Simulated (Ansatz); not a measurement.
Geometry optimisation, RKS PBE0/def2-SVP in Ansatz.

input.yaml

```yaml
crystal:
  periodic: [false, false, false]
  atoms:
    - { symbol: C, position_ang: [0.5203, -2.1383, -0.0764] }
    - { symbol: C, position_ang: [0.571, -0.6893, -0.6562] }
    - { symbol: F, position_ang: [0.2575, -0.7603, -2.0069] }
    - { symbol: Si, position_ang: [-0.4731, 0.599, 0.0997] }
    - { symbol: "N", position_ang: [-0.5033, 2.1065, -0.6433] }
    - { symbol: "N", position_ang: [-0.0796, 1.166, 1.6256] }
    - { symbol: H, position_ang: [-0.5102, -2.4984, -0.2157] }
    - { symbol: H, position_ang: [1.1937, -2.7458, -0.6282] }
    - { symbol: H, position_ang: [0.7245, -2.1049, 1.0199] }
    - { symbol: H, position_ang: [1.6158, -0.3469, -0.5566] }
    - { symbol: H, position_ang: [-1.967, 0.1773, 0.2252] }
    - { symbol: H, position_ang: [0.4748, 2.4551, -0.5949] }
    - { symbol: H, position_ang: [-0.7908, 2.0345, -1.6262] }
    - { symbol: H, position_ang: [-0.5842, 0.6215, 2.3601] }
    - { symbol: H, position_ang: [-0.4714, 2.0734, 1.7033] }
basis:
  gaussian: { orbitals: def2-SVP }
hamiltonian:
  xc: pbe0
relax:
  f_tol: 0.015
  max_steps: 40
output:
  orbitals: {}
```

Run as:

```bash
$ ansatz run input.yaml --threads 2 --pin off --max-ram 3072MiB --backend cpu --events-out ev --progress --plain --runs-dir out
```

Q: Where does it end, and by what steps?

A: It converged. After 11 steps the energy has fallen by 0.914 eV; H14 moved furthest, 0.76 Å.

| step | energy less start (eV) | largest force component (eV/Å) | accepted |
| --- | --- | --- | --- |
| 0 | 0.0000 | 3.461 | yes |
| 1 | -0.6786 | 1.528 | yes |
| 2 | -0.7821 | 0.813 | yes |
| 3 | -0.8586 | 0.279 | yes |
| 4 | -0.8795 | 0.206 | yes |
| 5 | -0.8957 | 0.615 | yes |
| 6 | -0.8957 | 0.260 | no |
| 7 | -0.9113 | 0.059 | yes |
| 8 | -0.9012 | 0.437 | no |
| 9 | -0.9136 | 0.060 | yes |
| 10 | -0.9139 | 0.082 | yes |
| 11 | -0.9143 | 0.015 | yes |

```xyz
15
Properties=species:S:1:pos:R:3
C 0.442 -2.036 0.077
C 0.593 -0.699 -0.615
F 0.318 -0.868 -1.976
Si -0.575 0.688 -0.016
N -0.454 2.196 -0.839
N -0.151 0.984 1.636
H -0.600 -2.390 0.038
H 1.077 -2.796 -0.404
H 0.744 -1.966 1.134
H 1.644 -0.360 -0.538
H -1.963 0.203 -0.315
H 0.419 2.713 -0.836
H -0.953 2.324 -1.711
H 0.050 0.217 2.267
H -0.614 1.741 2.127
```

Run time: 46 s on 2 threads of Arm Neoverse V2, with other jobs on the host, peak memory 0.37 GiB.
